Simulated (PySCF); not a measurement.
PySCF input file for Cl2Zn, SMILES [Cl][Zn-][Cl] (connectivity only; charge and spin as stated), charge -1, multiplicity 2, PBE-D3(BJ)/def2-SVPD. Geometry optimised at PBE-D3(BJ)/def2-SVPD.

```python
import numpy as np
from pyscf import gto, scf, dft, df
from pyscf.hessian import thermo

mol = gto.M(
    atom='''
    Zn    0.00000000    0.00000000    0.61593736
    Cl    0.00000000    2.00940524   -0.54347415
    Cl    0.00000000   -2.00940524   -0.54347415
    ''',
    basis='def2-SVPD',
    charge=-1,
    spin=1,
    max_memory=1600,
    verbose=3,
)
mf = dft.UKS(mol, xc='pbe').density_fit(auxbasis='def2-universal-jkfit')
mf.disp = 'd3bj'
mf.grids.level = 3
mf.conv_tol = 1e-11
mf.max_cycle = 100
mf.kernel()
fine, coarse = mf.grids, dft.Grids(mol).set(level=1).build(with_non0tab=True)
for _ in range(3):  # follow internal instabilities
    mf.grids = coarse
    mo, _, stable, _ = mf.stability(return_status=True, nroots=4)
    mf.grids = fine
    if stable:
        break
    mf.kernel(mf.make_rdm1(mo, mf.mo_occ))

# [left out here: the lines that compute and print the analytic Hessian (its translational invariance restored by hand, since the grid's response is missing), thermochemistry and intensities]
```

It prints:

```

WARN: HOMO -0.139831768657103 >= LUMO -0.139831768657098

converged SCF energy = -2698.78128759489  <S^2> = 0.75129485  2S+1 = 2.0012944
<class 'pyscf.df.df_jk.DFUKS'> wavefunction is stable in the internal stability analysis

WARN: DFTD3 does not support analytical Hessian, using finite difference


WARN: Mole.unit (angstrom) is changed to Bohr

Mode                                 0                   1                   2
Irrep
Freq [cm^-1]                       88.1893            255.4891            282.7546
Reduced mass [au]                  40.6709             39.8223             44.6116
Force const [Dyne/A]                0.1864              1.5315              2.1014
Char temp [K]                     126.8848            367.5919            406.8209
Normal mode                   x     y     z       x     y     z       x     y     z
       0  Zn                 0.00 -0.00  0.07   -0.00  0.00  0.06   -0.00 -0.08  0.00
       1  Cl                -0.00 -0.08 -0.06   -0.00  0.09 -0.06   -0.00  0.08 -0.04
       2  Cl                -0.00  0.08 -0.06   -0.00 -0.09 -0.06    0.00  0.08  0.04
temperature 298.1500 [K]
pressure 101325.00 [Pa]
Rotational constants [GHz] 11.05307 1.76537 1.52224
Symmetry number 2
Zero-point energy (ZPE) 0.00143 [Eh]   3746.901 [J/mol]
                           tot       elec      trans        rot        vib
Entropy [J/mol/K]       311.013      5.763    170.041    106.301     28.908
Cv [J/mol/K]             47.606      0.000     12.472     12.472     22.663
Cp [J/mol/K]             55.921      0.000     20.786     12.472     22.663
Internal energy [J/mol]                      3718.434   3718.434   8153.691
Internal energy [Eh]   -2698.77535  -2698.78129
Enthalpy [J/mol]                             6197.391   3718.434   8153.691
Enthalpy [Eh]          -2698.77441
Gibbs free energy [J/mol]                  -44500.208 -27975.154   -465.226
Gibbs free energy [Eh] -2698.80972
mode   freq/cm-1   IR/(km/mol)
   1       88.19         2.981
   2      255.49        32.800
   3      282.75       100.290
max |gradient| / (hartree/bohr): 8.837883563582466e-05
APT charges: [ 0.5176 -0.7588 -0.7588]
```

The run converged.
